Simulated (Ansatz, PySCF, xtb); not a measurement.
Reaction 4 R1 → 3 P1 + P2, each structure at its B3LYP-D3(BJ)/def2-SVP stationary point, reached from a drawn start (curvature not checked).
P1: H3O4P (SMILES O=P(O)(O)O), charge 0, multiplicity 1.
R1: H3O3P (SMILES OP(O)O), charge 0, multiplicity 1.
P2: PH3 (SMILES P), charge 0, multiplicity 1.

P less R. No zero-point or thermal terms. One arrangement of each flexible species, with no search for the lowest.

Run with Ansatz (a first-principles code); PySCF for the D3/D4 terms; xtb for the GFN methods. All values are computed, each at the level named.

**Question.** One of these levels gives -2.476 eV for the reaction energy. Name it.
A. r2SCAN/def2-TZVPP
B. BLYP-D4/def2-TZVPP
C. GFN2-xTB
D. B3LYP-D3(BJ)/def2-TZVPP

**Answer.** B, BLYP-D4/def2-TZVPP. The others give -0.599 (GFN2-xTB), -3.256 (r2SCAN/def2-TZVPP), -2.806 (B3LYP-D3(BJ)/def2-TZVPP)
